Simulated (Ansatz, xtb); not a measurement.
# C3H11BO: which of two structures lies lower

Structure X is a singlet given by its coordinates and structure Y is `CC(C)[BH2-][OH2+]`, a singlet. Both are isolated molecules in the gas phase, relaxed with PBE0-D4/def2-SVP; the shapes shown needn't be the lowest conformers.

X (Å):

```csv
atom,x (Å),y (Å),z (Å)
C,-1.9370,-0.3466,1.0141
C,-1.1939,0.8715,0.4862
C,0.3128,0.6785,0.3253
B,1.1277,1.9541,-0.2059
O,0.5107,2.2714,-1.7580
H,-1.8056,-1.2151,0.3480
H,-1.5524,-0.6371,2.0050
H,-3.0183,-0.1633,1.1164
H,-1.6530,1.1546,-0.4866
H,-1.3772,1.7357,1.1486
H,0.5039,-0.2198,-0.2977
H,0.7456,0.4230,1.3109
H,2.3092,1.7724,-0.4519
H,0.8797,3.0084,0.3595
H,0.6807,1.4908,-2.3037
H,-0.4526,2.3249,-1.6696
```

Close contacts (Å): C1–C2 1.52, C2–C3 1.53, C3–B4 1.60, B4–O5 1.70, C1–H6 1.10, C1–H7 1.10, C1–H8 1.10, C2–H9 1.11, C2–H10 1.10, C3–H11 1.11, C3–H12 1.11, B4–H13 1.22, B4–H14 1.22, O5–H15 0.97, O5–H16 0.97.

Y (Å):

```xyz
16

C     0.1744    2.6744   -1.9720
C    -0.7731    1.5386   -1.5917
C    -2.0946    2.1015   -1.0680
B    -0.0305    0.5803   -0.5388
O    -1.1591   -0.6266   -0.2004
H     0.4362    3.2833   -1.0901
H     1.1164    2.2871   -2.3905
H    -0.2707    3.3534   -2.7198
H    -0.9893    0.9621   -2.5124
H    -1.9407    2.6776   -0.1394
H    -2.8510    1.3197   -0.8485
H    -2.5842    2.7726   -1.7947
H     0.9168   -0.0597   -0.9646
H     0.1588    1.0940    0.5627
H    -0.9006   -1.0542    0.6263
H    -1.9941   -0.1650   -0.0248
```

Quicker runs give these differences E(Y) − E(X): GFN2-xTB +0.081 eV; HF/STO-3G +0.095 eV (at GFN2-xTB geometries); r2SCAN-D4/def2-SVP +0.024 eV (at GFN2-xTB geometries).

Problem. Estimate E(Y) − E(X) at the level CCSD(T)/def2-SVP + ΔMP2/def2-TZVPP.

Solution. CCSD(T)/def2-SVP + ΔMP2/def2-TZVPP gives E(Y) − E(X) = −0.001 eV, slightly favouring structure Y, which is too small a margin to settle the true order.

The same difference at several levels:

```csv
level,geometry,E(Y) − E(X) (eV),departure from the last row (eV),"job, with rough time for the two"
GFN2-xTB,GFN2-xTB,+0.081,+0.082,"optimisation, 0.17 s"
HF/STO-3G,GFN2-xTB,+0.095,+0.096,"single point, 0.38 s"
r2SCAN-D4/def2-SVP,GFN2-xTB,+0.024,+0.026,"single point, 5.3 s"
PBE0-D4/def2-SVP,PBE0-D4/def2-SVP,+0.029,+0.031,"optimisation, 42 s"
HF/def2-SVP,PBE0-D4/def2-SVP,+0.075,+0.077,part of the CCSD(T) run
MP2/def2-SVP,PBE0-D4/def2-SVP,+0.007,+0.009,part of the CCSD(T) run
CCSD(T)/def2-SVP,PBE0-D4/def2-SVP,+0.018,+0.020,single point
CCSD(T)/def2-SVP + ΔMP2/def2-TZVPP,PBE0-D4/def2-SVP,−0.001,,"single point, 70 s"
```

The largest departure from CCSD(T)/def2-SVP + ΔMP2/def2-TZVPP is that of HF/STO-3G, 0.096 eV. The last row adds to CCSD(T) the change of the MP2 difference between the two basis sets, here −0.020 eV.

With thermal terms from frequencies at re-optimised GFN2-xTB minima (ideal gas, soft modes damped towards free rotors, one conformer each, 298.15 K, 1 atm): the zero-point term adds −0.012 eV; ΔH is −0.011 and ΔG −0.006 eV.

The correlated steps freeze 5 core orbitals. Run with Ansatz 0.2.0, xtb 6.7.1; the last row on 2 threads of Arm Neoverse V2 on a shared host.
